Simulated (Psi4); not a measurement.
LaO (SMILES [O]=[La]), doublet, at a GFN2-xTB geometry (such geometries of metal compounds can be far from the true shape) (core potentials on La). Base run: SVWN/def2-SV(P) run with Psi4.

Geometry (Å):
```xyz
2

La     0.0000     0.0000    -0.2488
O      0.0000     0.0000     1.7730
```
Charge 0, spin multiplicity 2.
Orbitals are unrestricted.
All else is at Psi4's defaults (density fitting).
Base energy -106.49530 Eh.

Each row names what was changed in the base input (with any setting that the change needs).

| change | ΔE vs base (µEh) | SCF cycles | grid points | basis functions | outcome |
|---|---|---|---|---|---|
| base | 0.0 | 10 | 43204 | 39 | converged |
| dft_spherical_points = 194 | -147 | 10 | 27768 | 39 | converged |
| dft_radial_scheme = becke | -0.2 | 10 | 38297 | 39 | converged |
| dft_basis_tolerance = 1e-8 | 0.0 | 10 | 42347 | 39 | converged |
| level_shift = 1.0 | 0.0 | 13 | 43204 | 39 | converged |
| dft_radial_points = 150 | -1.6 | 10 | 86024 | 39 | converged |
| df_basis_scf = cc-pvtz-jkfit | - | - | - | 39 | input refused |
| cholesky_tolerance = 1e-6 (with scf_type cd) | 1.3 | 10 | 43204 | 39 | converged |
| ints_tolerance = 1e-8 | 0.0 | 10 | 43204 | 39 | converged |
| puream = true | 0.0 | 10 | 43204 | 39 | converged |
| guess = huckel | 0.0 | 12 | 43204 | 39 | converged |
| guess = sadno | 0.0 | 12 | 43204 | 39 | converged |
| guess = sap | 0.0 | 12 | 43204 | 39 | converged |

Open shells are given as the SCF converged; they aren't shown to be the lowest states, and a large step between rows can be another state.

- df_basis_scf = cc-pvtz-jkfit: ended with `psi4.driver.qcdb.exceptions.BasisSetNotFound: BasisSet::construct: Unable to find a basis set for atom 1 for key JKFIT among:`
